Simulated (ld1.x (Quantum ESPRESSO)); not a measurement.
**Transferability test, PAW potential for F (Z = 9)**

ld1.x (Quantum ESPRESSO) 7.5 input, shortened:

```
&input
   title='F', zed=9., rel=1, dft='PZ', iswitch=3,
   config='[He] 2s1.75 2p5.25'
 /
 &inputp
   pseudotype=3, lpaw=.true., tm=.true., lloc=-2, rcloc=0.55,
   nlcc=.false.,
   which_augfun='BESSEL', rmatch_augfun=0.45
 /
4
2S  1  0   1.75   0.00  0.50  0.70  0.0
2S  1  0   0.00  -0.95  0.50  0.70  0.0
2P  2  1   5.25   0.00  1.15  1.50  0.0
2P  2  1   0.00   0.85  1.15  1.50  0.0
 &test
   configts(1)='2s1.75 2p5.25'
 /
```

Energies are relative to the spin-unpolarised reference configuration 2s1.75 2p5.25; without spin polarisation the order of configurations can differ from experiment. Spin-polarised rows fill each open shell by Hund’s rule, majority spin first.

Task: Give the all-electron excitation energy and the error of the potential for: 2s2 2p5; 2s2 2p4; 2s2 2p3; 2s2 2p4.5; 2s1 2p5; 2s2 2p5.3; 2s2 2p1; 2s1.75 2p5.25 (spin-polarised); 2s2 2p5 (spin-polarised).

Result:

```
         valence configuration  charge  ΔE all-electron (eV)  error AE − PS (meV)
                       2s2 2p5       0                -4.590                 +5.4
                       2s2 2p4      +1                14.965                  +67
                       2s2 2p3      +2                53.477                 +272
                     2s2 2p4.5    +0.5                 3.040                  +24
                       2s1 2p5      +1                33.620                 -1.5
                     2s2 2p5.3    -0.3                -7.316                 +1.7
                       2s2 2p1      +4               200.076                 +908
2s1.75 2p5.25 (spin-polarised)       0                -0.389                  0.0
      2s2 2p5 (spin-polarised)       0                -4.970                 +6.3
```

Levels in the configuration 2s2 2p4:

| level | all-electron (eV) | pseudo (eV) |
| --- | --- | --- |
| 2s | -47.071 | -47.112 |
| 2p | -28.455 | -28.333 |
